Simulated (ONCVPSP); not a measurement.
# What the settings do to the ONCV potential of technetium

Base potential:

- Element: technetium (Tc)
- Generator: ONCVPSP 4.0.1
- Type: optimised norm-conserving Vanderbilt (ONCV)
- Functional: PBE
- Relativity: scalar-relativistic
- Frozen core: [Ar] 3d10
- Valence charge: 15
- Reference configuration: 4s2 4p6 4d5 5s2
- Partial waves: 4s+5s: rc 1.85 bohr, ncon 4, nbas 9, qcut 5.1 1/bohr, 2 projectors; 4p: rc 1.70 bohr, ncon 4, nbas 8, qcut 6.5 1/bohr, 2 projectors, debl 3.4 Ha; 4d: rc 1.90 bohr, ncon 4, nbas 8, qcut 7.1 1/bohr, 2 projectors, debl 1.2 Ha; f scattering state at 0.39 Ha: rc 1.70 bohr, ncon 3, nbas 8, qcut 7.6 1/bohr, 2 projectors, debl 2.2 Ha
- Local potential: polynomial inside 1.50 bohr (lpopt 5, dvloc0 2 Ha)
- Core correction: Teter function, fcfact 1.5, rcfact 1.4

Cutoffs, loose and tight: the cutoffs (Ha) at which the residual kinetic energy of the hardest occupied pseudo-wave falls to 1 and 0.1 mHa per electron. They do not see the model core or the augmentation charge, which bear on the density cutoff. Test errors are all-electron minus pseudo excitation energies from the reference, over the configurations 4s2 4p6 4d5 5s1; 4s2 4p6 4d5 5s0; 4s2 4p6 4d4 5s0; 4s2 4p6 4d4 5s2. A dash means not determined; rows that change the core or the reference have their own tests.

| change | outcome | cutoff, loose | cutoff, tight | bound ghosts | GHOST(+) flags above zero | largest test error (meV) |
| --- | --- | --- | --- | --- | --- | --- |
| base | generated | 19 Ha | 22 Ha | none | s | -12 |
| reference 4s2 4p6 4d5 5s1 | generated | 19 Ha | 22 Ha | none | s | -419 |
| all radii but the core radius scaled by about 0.81 (s 1.50, p 1.38, d 1.54, f 1.38 bohr); local potential polynomial inside 1.22 bohr (lpopt 5, dvloc0 2 Ha) | generated | 53 Ha | 104 Ha | none | s | -9.1 |
| p: rc 1.2; local potential polynomial inside 1.20 bohr (lpopt 5, dvloc0 2 Ha) | generated | 84 Ha | 140 Ha | none | s | -12 |
| d: debl 1.45 | generated | 19 Ha | 22 Ha | none | s | -12 |
| core correction Teter function fitted to the true core (icmod 2), fcfact 0.7 | generated | 19 Ha | 22 Ha | none | s | -13 |
| core correction Teter function, fcfact 3.6, rcfact 1.4 | generated | 19 Ha | 22 Ha | none | s | -12 |
| s: nproj 4 | generated | 19 Ha | 22 Ha | none | s | -11 |

**Question.** What comes out with this change to the base: d: rc 2.42?

**Answer.** outcome: generated; cutoff, loose: 16 Ha; cutoff, tight: 19 Ha; bound ghosts: none; GHOST(+) flags above zero: s; largest test error (meV): +12.

**Question.** What comes out with this change to the base: functional LDA (Perdew-Wang 92)?

**Answer.** outcome: generated; cutoff, loose: 19 Ha; cutoff, tight: 22 Ha; bound ghosts: none; GHOST(+) flags above zero: s; largest test error (meV): +22.

**Question.** What comes out with this change to the base: s: qcut 5.7; p: qcut 7.3; d: qcut 8; f: qcut 8.6?

**Answer.** outcome: generated; cutoff, loose: 21 Ha; cutoff, tight: 25 Ha; bound ghosts: none; GHOST(+) flags above zero: none; largest test error (meV): -9.7.
